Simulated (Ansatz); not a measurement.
Gas-phase reaction R1 + R2 → P1 + P2, each structure at its B3LYP-D3(BJ)/def2-TZVP stationary point, reached from a drawn start (curvature not checked).
R1: C2H6 (SMILES CC), charge 0, multiplicity 1.
P1: C2H5 (SMILES [CH2]C), charge 0, multiplicity 2.
R2: F atom, charge 0, multiplicity 2.
P2, HF (SMILES F) (charge 0, multiplicity 1, Z-matrix in Å and degrees):
```
F
H 1 0.9245
```

P less R. No zero-point or thermal terms; singlets are restricted closed shells; open shells are unrestricted; no spin–orbit coupling.

Frozen-core correlation throughout.

Codes used: Ansatz (Gaussian basis) for Hartree–Fock, density functionals and correlated methods. No computed number here is a measurement.

### Question
What reaction energy does SCS-MP2/cc-pVQZ give?

### Answer
-1.38 eV

### Question
Estimate the reaction energy that CCSD(T)/cc-pVQZ returns for this input.

### Answer
-1.36 eV

### Question
What is the computed reaction energy (HF/cc-pVQZ)?

### Answer
-0.59 eV

Ansatz is a program for electronic structure.
